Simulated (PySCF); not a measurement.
C$_{2}$H$_{8}$ClNOSi (SMILES CCO[SiH](N)Cl), singlet, geometry from GFN2-xTB, atoms displaced at random by about 0.03 Å a coordinate; PySCF with B3LYP/STO-3G, gradient.

Input for PySCF:
```python
from pyscf import gto, scf, dft

mol = gto.M(
    atom='''
Si    0.88689400   -0.41699500    0.05204841
N     1.43262584   -0.45925884    1.63720296
Cl    1.24021698    1.42139276   -0.72060812
O    -0.70281287   -0.71227578    0.22200580
C    -1.74125516   -0.44963075   -0.72135593
C    -3.02029366   -0.29134174    0.17424066
H     1.46089606   -1.32276435   -0.90828699
H     2.36465139   -0.29277726    1.85760856
H     0.99910901   -1.24116713    2.25404102
H    -1.53969804    0.42667411   -1.22356928
H    -1.84033396   -1.30700113   -1.34926589
H    -3.23865047   -1.23381617    0.58795937
H    -2.93504339    0.48726065    0.77710397
H    -3.85337817   -0.15281489   -0.51450353
''',
    basis='sto-3g',
    verbose=3,
)

mf = dft.RKS(mol)
mf.xc = 'b3lyp'
mf.grids.level = 1
mf.kernel()
g = mf.nuc_grad_method()
g.grid_response = False
grad = g.kernel()
```

Task: Write the output that PySCF gives for this input, abridged.

Result: 
```
converged SCF energy = -949.641990499948
--------------- RKS gradients ---------------
         x                y                z
0 Si     0.0050132512     0.0249835012     0.0177491021
1 N     0.0765067899     0.0485013989    -0.0296430336
2 Cl    -0.0112099045    -0.0445730756     0.0190164341
3 O     0.0084804839     0.0154612440    -0.0326973277
4 C     0.0066145918     0.0313365044    -0.0735168815
5 C     0.0104580502     0.0669315409     0.1222980422
6 H    -0.0083580908     0.0054859656     0.0048104193
7 H    -0.0704659244    -0.0104629173    -0.0199344348
8 H    -0.0198685856    -0.0331336528     0.0201410605
9 H    -0.0075935129    -0.0613445683     0.0480519879
10 H     0.0093946459     0.0228946295     0.0332574458
11 H     0.0006187945     0.0298466651    -0.0346100103
12 H    -0.0089649230    -0.0840988132    -0.0789041844
13 H     0.0091771690    -0.0122807278     0.0043577927
----------------------------------------------
```
